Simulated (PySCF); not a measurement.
Run record: geometry optimisation, `[H][Zr]([H])([H])[H]`.

Method: PBE0-D3(BJ)/def2-SVP geometry optimisation, gas phase, def2 core potentials past Kr (PySCF 2.14.0). Start geometry: GFN2-xTB. The input is one job of a driver script: a line of settings, then coordinates in Å.

Input:
```
{"job": {"xc": "PBE0", "basis": "def2-SVP", "d3": "d3bj", "grid": 1, "maxiter": 30, "shake": 0.03, "kind": "geom"}, "charge": 0, "multiplicity": 1}
Zr     0.061910    -0.072760     0.013350
H     -0.006370    -0.032670     1.912230
H      1.743930     0.002400    -0.676930
H     -0.816350     1.574900    -0.633170
H     -0.908270    -1.582350    -0.677600
```

Output:
```
step   0  E = -49.31280861  max force = 0.025538
step   1  E = -49.31653000  max force = 0.014129
step   2  E = -49.31827550  max force = 0.003934
step   3  E = -49.31839925  max force = 0.000974
step   4  E = -49.31843234  max force = 0.000491
step   5  E = -49.31843722  max force = 0.000241
optimisation converged
```

Energies in Eh; «max force» is the largest Cartesian gradient component in Eh/bohr.

Give the first gradient maximum in eV/Å.

With 1 Eh/bohr = 51.422 eV/Å, 1.313 eV/Å.

Main results: final energy -49.31844 Eh after 5 steps; dipole 0.00 D.

Give the final coordinates.

0.078 Å rms from the input after alignment:
```
atom  x, y, z in Å
Zr1    0.0147   -0.0219   -0.0124
H2     0.0184   -0.0464    1.8315
H3     1.7520   -0.0364   -0.6314
H4    -0.8346    1.5024   -0.6050
H5    -0.8756   -1.5082   -0.6448
```

Estimate the wall time. Hardware: an Arm Neoverse V2 with one thread, on a shared host. And the peak memory of the process?

About 5.3 s, with 0.24 GiB resident at the peak, the Python interpreter and its libraries included.
Labels such as C1 count atoms from 1, the log's own numbers from 0.
